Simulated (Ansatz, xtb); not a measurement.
**Two structures of CAlBCl**

Structure a is `[Cl][Al]1[B]=[C]1`, a doublet and structure b is a doublet given by its coordinates. Both are isolated molecules in the gas phase, relaxed with r2SCAN-D4/def2-SVP.

a (Å):

```tsv
atom	x (Å)	y (Å)	z (Å)
C	1.2986	2.8126	-1.1226
Al	2.4658	1.8106	-2.0945
B	1.6909	1.9469	-0.0903
Cl	3.6552	0.9848	-3.5864
```

b (Å):

```yaml
atoms:
  - { symbol: C, position_ang: [1.8583, 2.3724, -0.8232] }
  - { symbol: Al, position_ang: [0.5543, 2.6615, -2.0465] }
  - { symbol: B, position_ang: [2.7369, 1.6756, -1.6605] }
  - { symbol: Cl, position_ang: [4.0011, 0.8064, -2.4241] }
```

Close contacts (Å): C1–Al2 1.81, C1–B3 1.40, Al2–B3 2.43, B3–Cl4 1.71.

Task: Which of the two would you expect CCSD(T)/def2-SVP electronic energies to favour?

Result: Structure b; the calculation gives E(b) − E(a) = −10.2 kcal/mol.

Level by level:

| level | geometry | E(b) − E(a) (kcal/mol) | departure from the last row (kcal/mol) | job, with rough time for the two |
| --- | --- | --- | --- | --- |
| r2SCAN-D4/def2-SVP | r2SCAN-D4/def2-SVP | −9.8 | +0.5 | optimisation, 2.4 min |
| HF/def2-SVP | r2SCAN-D4/def2-SVP | −6.0 | +4.2 | part of the CCSD(T) run |
| MP2/def2-SVP | r2SCAN-D4/def2-SVP | −12.7 | −2.5 | part of the CCSD(T) run |
| CCSD(T)/def2-SVP | r2SCAN-D4/def2-SVP | −10.2 |  | single point, 12 s |

The levels shown agree on the order. The largest departure from CCSD(T)/def2-SVP is that of HF/def2-SVP, 4.2 kcal/mol. Levels run at GFN2-xTB geometries aren't shown. MP2 in a larger basis moves the difference by +1.1 kcal/mol, a step that isn't added because spin contamination makes open-shell MP2 unreliable in this search.

With harmonic frequencies from r2SCAN-D4/def2-SVP (ideal gas, rigid rotor, one conformer each, 298.15 K, 1 atm): on the last row, ΔE + ΔZPE = −9.5, ΔH = −9.8, ΔG = −9.6 kcal/mol.

Open shells are spin-unrestricted, with notable spin contamination under HF/def2-SVP, MP2/def2-SVP, CCSD(T)/def2-SVP. The correlated steps freeze 12 core orbitals. Run with Ansatz 0.2.0; the last row on 1 thread of Arm Neoverse V1 on a shared host.
